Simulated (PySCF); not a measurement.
Compound: C5H3FN2Si.
Geometry (GFN2-xTB, Å), atoms numbered from 1 in this order:
```xyz
12
C5H3FN2Si angstrom
N      1.0599    3.1766    0.0027
C      0.5406    2.1538    0.0141
C     -0.0764    0.8939    0.0364
C     -1.3478    0.5348   -0.2254
Si    -1.1109   -1.3068    0.1428
C      0.6408   -0.4078    0.3731
F      1.1455   -0.4288    1.6638
C      1.6540   -0.7459   -0.5782
N      2.4059   -1.0522   -1.3852
H     -2.1373    1.2018   -0.5308
H     -1.6076   -1.7739    1.4278
H     -1.1655   -2.2461   -0.9672
```

Probes without a nucleus sit at each ring's centroid and 1 Å off its mean plane on both sides; NICS is minus the shielding there, NICSzz its component along the normal. Level: GIAO PBE0/pcSseg-1 (PySCF, non-relativistic, gas phase) on the GFN2-xTB geometry, one conformer.

Ring bond lengths (Å), with Mayer bond orders in brackets: C3–C4 1.347 (1.71), C4–Si5 1.893 (0.90), Si5–C6 1.982 (0.78), C6–C3 1.524 (0.94).

Question: What do the NICS probes read (ppm)?

Answer: 
| ring | type | NICS(0) | NICS(1), two faces | NICS(1)zz, two faces | rms pucker (Å) | centre to ring atoms, mean (Å) |
| --- | --- | --- | --- | --- | --- | --- |
| C3–C4–Si5–C6 | 4-membered ring with Si; formal bonds 1 double, 3 single | -0.1 | -4.4 / -2.3 | -0.3 / 3.1 | 0.01 | 1.19 |

Question: What can be read from them?

Answer: 
- C3–C4–Si5–C6: mean NICS(1)zz 1.4 ppm, near zero. Si5, C6 have four or more neighbours, and the NICS criterion for π rings isn't applied. The two faces differ by 3.4 ppm, so no symmetry operation interchanges them.

Hardware: Arm Neoverse V2, one thread, shared host with 192 logical CPUs at a one-minute load of 82. Cost: 26 s wall (with the writing of density and orbital grids), 0.73 GiB resident at most. This is the whole shielding run at PBE0/pcSseg-1, SCF included.
